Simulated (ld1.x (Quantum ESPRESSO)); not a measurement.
Before and after: TM potential for Tl

thallium (Tl), norm-conserving Troullier–Martins (Kleinman–Bylander form), made with ld1.x (Quantum ESPRESSO) 7.5 (PBE, scalar-relativistic). Core [Xe] 4f14 5d10, reference 6s2 6p0.5 (charge +0.5). Waves: 6p (bound): rc 2.65 bohr; 6s (bound): rc 1.90 bohr. Local part: the s channel. Core correction: none.

All-electron outer shells of the reference configuration (PBE, scalar-relativistic, ld1.x):

```csv
shell,level (eV),outermost node (bohr),outermost maximum (bohr)
5d,-18.89,0.53,1.11
6s,-12.74,1.04,2.05
6p,-5.11,1.23,2.80
```

Change: wave 6s (bound): rc 1.90 bohr becomes 6s (bound): rc 1.72 bohr.

Cutoffs: the cutoffs (Ry, on a coarse ladder) from which the occupation-weighted sum of valence levels, in a spherical-Bessel basis at the reference potential, stays within 10 and 1 mRy of its value at 400 Ry; they do not see the model core or the augmentation charge, which bear on the density cutoff. Errors are all-electron minus pseudo energies relative to the spin-unpolarised reference configuration.

Question: Predict the effect on cutoff, ghosts and configuration errors.

Answer: The potential gets harder (21 Ry and 40 Ry → 30 Ry and 80 Ry); of the 7 tests that both files solve, the error grows in 0 and shrinks in 1 by more than 15 % and 0.3 meV (median size 25.8 → 25.9 meV); neither file shows a bound ghost. A smaller radius makes the pseudo-wave follow the all-electron one further in, where it bends more sharply, so more plane waves are needed.

```tsv
quantity	base	changed
cutoff, loose	21 Ry	30 Ry
cutoff, tight	40 Ry	80 Ry
loose cutoff by channel (10 mRy a level)	p 6 Ry, s 18 Ry	p 6 Ry, s 25 Ry
bound ghosts	none	none
error for 6s2 6p1, meV [ΔE -1.85 eV]	+13	+13
error for 6s2 6p0, meV [ΔE 3.31 eV]	+18	+18
error for 6s1 6p0, meV [ΔE 24.09 eV]	+97	+97
error for 6s1 6p1, meV [ΔE 11.59 eV]	+10	+8.1
error for 6s1 6p2, meV [ΔE 5.55 eV]	+93	+91
error for 6s0 6p3, meV [ΔE 13.36 eV]	+291	+291
error for 6s2 6p1.3, meV [ΔE -2.35 eV]	+26	+26
s: phases at 2.89 bohr within 0.05 rad from the reference energy up to (Ry; the scan ends near 5)	1.7	1.3
p: phases at 2.89 bohr within 0.05 rad from the reference energy up to (Ry; the scan ends near 5)	2.7	2.8
```
